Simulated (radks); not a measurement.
Results of a calculation; reference values are marked as such.
Question: Coherent X-ray form factor from a spherical all-electron density. Code: a radial shooting solver on a logarithmic mesh with Libxc functionals. Model: Dirac Kohn-Sham, PBE, spin-unpolarised, spherical densities, finite nucleus; Fermi nuclear charge, rms radius of each element as measured or else 0.836 A^(1/3) + 0.57 fm.

sin(theta)/lambda (1/angstrom),f0 (electrons)
0.05,62.296
0.1,60.320
0.15,57.425
0.2,54.033
0.25,50.515
0.3,47.123
0.4,41.146
0.5,36.272
0.6,32.228
0.8,25.859
1,21.361
1.25,17.777
1.5,15.462
2,11.881

The species is in the configuration that NIST lists as its ground one. Which atom or ion scatters so?

Answer: The terbium ion Tb2+, [Xe] 4f9. Extrapolating in s^2 from the first two rows gives f0(0) = 63.0, near the electron count 63; among species with that count, the fall with angle is slower the higher Z, and the table is that of Z = 65; from so few rows the species is fixed only to a neighbour or two.
